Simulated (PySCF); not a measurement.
NaCd and its ions

r²SCAN; PySCF, scalar-relativistic core potentials, basis sets Na cc-pVDZ, Cd cc-pVDZ-PP with ECP28. Neutral (UKS): doublet (σ ↑), Re = 3.323 Å, ωe = 86.3 cm⁻¹, De = 0.21 eV, HOMO -3.10 eV, LUMO -1.78 eV.

NaCd⁺ (UKS): singlet (closed shell), Re = 3.123 Å, ωe = 117 cm⁻¹, De = 0.43 eV to Na⁺ + Cd. The energies at the minima are -330.03786 hartree for NaCd and -329.85726 for NaCd⁺.

(1) Work out the adiabatic ionisation energy, without and with harmonic zero-point energies (1 hartree = 27.2114 eV, 1 eV = 8065.5 cm⁻¹), and the change of the bond length.

Closed-shell solutions of metal pairs were not tested for spin polarisation, which can lower them a little. Weak bonds: NaCd, NaCd⁺. Basis-set superposition, not corrected here, can be much of De in a small basis, most of all at correlated wavefunction levels. For an ion De counts to the pair picked by the measured ionisation energies or electron affinities, which need not be the lowest pair at this level. States were picked by a PBE0 search and need not be the measured ground states.

Answers

(1) At r²SCAN: 0.18060 hartree = 4.914 eV between the minima; the zero-point term (117.0 − 86.3)/2 cm⁻¹ = +0.002 eV makes it 4.916 eV. Re changes by -20.0 pm against the neutral. The electron leaves a σ orbital, and the shorter bond of the ion fits an antibonding orbital, or a change in how ionic the bond is.
